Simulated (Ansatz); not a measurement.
`C[CH2][In]([F])[Cl]` + HCl → `[F][In]([Cl])[Cl]` + `CC` at 400 K and 1 bar (ligand exchange at the In–C bond).

Gas-phase electronic energies from Ansatz, PBE0-D4/def2-TZVP geometries. CCSD(T)/CBS adds triple-zeta CCSD(T) − MP2 to the extrapolated MP2 energy (def2 sets, frozen cores). This one scheme is used for every species. Elements past krypton have def2 core potentials. For In outer-core shells are correlated without core-valence functions, which leaves a few kJ/mol of doubt a bond. One conformer a species, not always the lowest.

```
              species  CCSD(T)/CBS energy (Eh)  H − E (kJ/mol)  S (J/(mol·K))
`C[CH2][In]([F])[Cl]`               -828.58684           212.8          430.8
                  HCl               -460.38127            29.6          195.4
  `[F][In]([Cl])[Cl]`              -1209.28900            35.7          362.0
                 `CC`                -79.71954           213.5          244.3
```

H − E and S are ideal-gas, rigid-rotor, harmonic terms from PBE0-D4/def2-TZVP, for one conformer and one mirror image of each species. 1 Eh = 2625.50 kJ/mol, R = 8.31446 J/(mol·K).

**Question.** By hand: ΔE, ΔH, ΔS and ΔG.

**Answer.** ΔE = (-1209.28900) + (-79.71954) − (-828.58684) − (-460.38127) = -0.04043 Eh = -106.1 kJ/mol. Δ(H − E) = 35.7 + 213.5 − 212.8 − 29.6 = 6.8, so ΔH = -99.3 kJ/mol. ΔS = 362.0 + 244.3 − 430.8 − 195.4 = -19.9 J/(mol·K). ΔG = -99.3 − 400 × (-19.9)/1000 = -91.3 kJ/mol.

**Question.** By hand: the equilibrium constant, and the temperature at which ΔG would vanish if ΔH and ΔS stayed fixed.

**Answer.** log₁₀ K = −ΔG/(RT ln 10) = 11.9. ΔG = 0 at ΔH/ΔS = 4990 K, far beyond where these terms or the molecules hold.

ΔH outweighs TΔS. A doubt of 5 kJ/mol in ΔE shifts log₁₀ K by 0.7 here. Other conformers and mirror images would add mixing entropy, several J/(mol·K) or more a flexible species. Modes under 60 cm⁻¹, often nearly free rotors, make the harmonic entropy too high. These are equilibria of isolated gas molecules and say nothing of rates. Largest T1 diagnostic: 0.014 (customary marks: 0.02 for closed shells, 0.045 for open ones).
